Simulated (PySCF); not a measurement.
PbS⁻: from constants to spectrum

LC-ωPBE constants of PbS⁻, ²Π (doublet), unpaired electrons π ↑ (Pb def2-SVPD with ECP60, S def2-SVPD; scalar-relativistic core potentials (PySCF 2.14); masses 207.9766 and 31.9721 u):

- ωe: 391.7 cm⁻¹
- ωexe: 0.907 cm⁻¹
- Be: 0.10663 cm⁻¹
- αe: 0.000352 cm⁻¹
- De to Pb + S⁻: 2.86 eV

(1) What force constant and bond length do these constants imply?

(2) Estimate the centrifugal constant D from the Kratzer relation and find the Dunham coefficient a1.

Spin–orbit coupling is left out, which matters for elements this heavy, above all for dissociation energies. For an ion De counts to the pair picked by the measured ionisation energies or electron affinities, which need not be the lowest pair at this level. The state is the lowest determinant that a PBE0 search found; another state may lie lower at other levels.

Answers

(1) Reduced mass μred = 27.712 u; k = 5.8918×10⁻⁷·μred·ωe² (u, cm⁻¹, mdyn/Å) = 2.51 mdyn/Å; Re = √(16.8576/(μred·Be)) (u, cm⁻¹, Å) = 2.388 Å.

(2) D = 4Be³/ωe² = 3.16e-08 cm⁻¹; a1 = −1 − αeωe/(6Be²) = -3.02.
